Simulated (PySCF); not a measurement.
Theory: structure optimised with PBE0-D3(BJ)/def2-SVP, shieldings: GIAO PBE0/pcSseg-1, in PySCF 2.14 (isolated molecule, non-relativistic, one averaged value for each set of equivalent atoms, one computed conformer).

Referencing at the same level of theory: 1H (31.27 ppm) and 13C (184.41 ppm) against TMS. Shifts are as computed. Against solution values, carbons near 30 ppm lie about +2 ppm off and those near 130 ppm about +5 ppm; carbons on Br a further +13 ppm. Of 1211 compounds with measured shifts, 218 miss one by over three times the rms of a fit or turn the order of signals round; such compounds aren't used in these exercises. Spin–orbit coupling, which shields carbons bonded to Br, is absent.

(1) Order these molecules by the shift of their most deshielded carbon-bound hydrogen, lowest δ first.
A. O=S1(=O)CCC1
B. O=CCCBr
C. CC(=O)[SiH2]C#C[SiH3]
D. O=S(=O)(F)c1ccccc1

(2) Order these molecules by the shift of their most shielded carbon-bound hydrogen, lowest δ first.
A. O=S(=O)(F)c1ccccc1
B. O=S1(=O)CCC1
C. O=CCCBr

(3) How many 13C and 1H signals does each give (equivalence by symmetry and fast rotation, but not about amide C–N or C=N bonds)? `CC(=O)[SiH2]C#C[SiH3]`, `O=S(=O)(F)c1ccccc1`, `O=S1(=O)CCC1`, `O=CCCBr`

Results:

(1) C (2.62 ppm, hydrogen on a methyl carbon α to a carbonyl), A (3.79 ppm, hydrogen on an sp3 CH2 bonded to S), D (8.21 ppm, hydrogen on an aromatic CH), B (9.73 ppm, hydrogen on an aldehyde carbonyl carbon).

(2) B (1.93 ppm, hydrogen on an sp3 CH2 in a ring), C (2.71 ppm, hydrogen on an sp3 CH2 α to a carbonyl), A (7.73 ppm, hydrogen on an aromatic CH).

(3) CC(=O)[SiH2]C#C[SiH3]: 4 C, 3 H; O=S(=O)(F)c1ccccc1: 4 C, 3 H; O=S1(=O)CCC1: 2 C, 2 H; O=CCCBr: 3 C, 3 H.
